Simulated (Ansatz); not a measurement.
`[Cl][Hf]([Cl])([Cl])[SeH]` + `C[Se][GeH2][OH]` → `C[Se][Hf]([Cl])([Cl])[Cl]` + `[OH][GeH2][SeH]`  (redistribution)

Gas-phase electronic energies from Ansatz, PBE0-D4/def2-TZVP geometries. CBS: MP2 limit from def2 TZ/QZ plus the TZ coupled-cluster correction, frozen cores. DFT in def2-TZVPP. B3LYP here is the variant with VWN-RPA as its local correlation; programs differ in this. def2 core potentials past Kr. For Ge, Hf, Se outer-core shells are correlated without core-valence functions, which leaves a few kJ/mol of doubt a bond. Scalar relativity is left out up to krypton. One conformer a species, not always the lowest.

```tsv
level	ΔE (eV)
PBE-D4	0.01
B3LYP-D4	0.03
B2PLYP	0.03
PBE	0.03
r2SCAN	0.02
PBE0	0.03
B3LYP	0.06
HF/CBS(def2)	0.09
```

Question: What does CCSD(T)/CBS give? (Best estimate.)

Answer: Ansatz gave: +0.01 eV. The listed levels differ from it by 0.00, 0.02, 0.02, 0.02, 0.01, 0.02, 0.05, 0.08 eV.

Largest T1 diagnostic among the species: 0.014.

In def2-TZVPP, CCSD(T) changes the Hartree–Fock value by −0.10 eV (the triples alone add −0.02 eV) and MP2 by −0.12 eV.
